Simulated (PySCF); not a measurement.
Nd⁵⁹⁺: ionisation energy

Nd⁵⁹⁺ 1s1 (2S) → Nd⁶⁰⁺ (bare nucleus), as a difference of total energies. All numbers are calculated (PySCF 2.14, the spin-free X2C one-electron Hamiltonian (Gaussian nucleus), in an uncontracted even-tempered set (17 s from 140 bohr⁻², ratio 2.2; 7 p from 210 bohr⁻², ratio 2.4; 4 d from 640 bohr⁻², ratio 2.4; 3 f from 960 bohr⁻², ratio 2.4; 3 g from 1400 bohr⁻², ratio 2.4)). The calculations carry no spin-orbit coupling.

| method | ionisation energy (eV) | difference from reference (eV) |
| --- | --- | --- |
| UHF | 51577.8 | +62.0 |
| LDA | 51502.4 | -13.4 |
| PBE | 51575.1 | +59.3 |
| PBE0 | 51575.8 | +60.0 |
| r2SCAN | 51582.0 | +66.2 |
| PBEsol | 51548.7 | +32.9 |
| TPSS | 51581.9 | +66.1 |

Reference: 51515.8 eV (theoretical estimate listed by NIST; NIST Atomic Spectra Database, ionization energies).

For one electron Hartree-Fock is exact for this Hamiltonian up to the basis; QED and nuclear recoil make up the gap, and the density functionals add self-interaction.
